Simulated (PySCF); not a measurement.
Geometries of 3 isomers of C2H7FGe, from PBE0-D3(BJ)/def2-SVP geometry optimisation, gas phase (PySCF). One conformer each, no zero-point energy, no frequencies.

Question: Which isomer lies lowest at this level?
A.
```xyz
11
angstrom
Ge    -0.258   -0.459    0.489
H     -0.312   -0.568    2.026
C      1.549   -0.581   -0.203
H      2.162    0.253    0.172
H      1.534   -0.540   -1.302
H      2.016   -1.527    0.106
C     -1.230    1.076   -0.187
H     -2.273    1.057    0.158
H     -1.223    1.070   -1.287
H     -0.762    2.009    0.162
F     -1.104   -1.877   -0.103
```
B.
```xyz
11
angstrom
C     -1.490    0.190   -0.358
C     -0.157    0.894   -0.274
F     -0.112    1.656    0.886
Ge     1.398   -0.331   -0.231
H     -2.310    0.923   -0.305
H     -1.580   -0.356   -1.309
H     -1.618   -0.527    0.467
H     -0.041    1.586   -1.127
H      1.493   -1.104   -1.562
H      2.688    0.474   -0.010
H      1.204   -1.329    0.926
```
C.
```xyz
11
angstrom
F     -1.215    1.419    0.432
C     -1.464    0.075    0.598
C     -0.389   -0.748   -0.072
Ge     1.431   -0.202    0.441
H     -2.462   -0.139    0.175
H     -1.500   -0.134    1.682
H     -0.472   -0.681   -1.168
H     -0.517   -1.809    0.197
H      1.502   -0.047    1.973
H      2.421   -1.301    0.005
H      1.832    1.122   -0.226
```

Answer: A. That is GeHMe2F, `[CH3][GeH]([CH3])[F]`, 39.6 kcal/mol below the next.

```json
{"SMILES": "[H][Ge]([CH3])([CH3])[F]", "atoms numbered as above": "–", "E (Eh)": "-2256.47034", "relative (kcal/mol)": "0.0", "relative (kJ/mol)": "0.0", "dipole (D)": "2.55"}
{"SMILES": "FC[CH2][GeH3]", "atoms numbered as above": "[F:1][CH2:2][CH2:3][GeH3:4]", "E (Eh)": "-2256.40717", "relative (kcal/mol)": "39.6", "relative (kJ/mol)": "165.9", "dipole (D)": "1.91"}
{"SMILES": "C[C@@H](F)[GeH3]", "atoms numbered as above": "[CH3:1][C@@H:2]([F:3])[GeH3:4]", "E (Eh)": "-2256.40235", "relative (kcal/mol)": "42.7", "relative (kJ/mol)": "178.5", "dipole (D)": "1.61"}
```
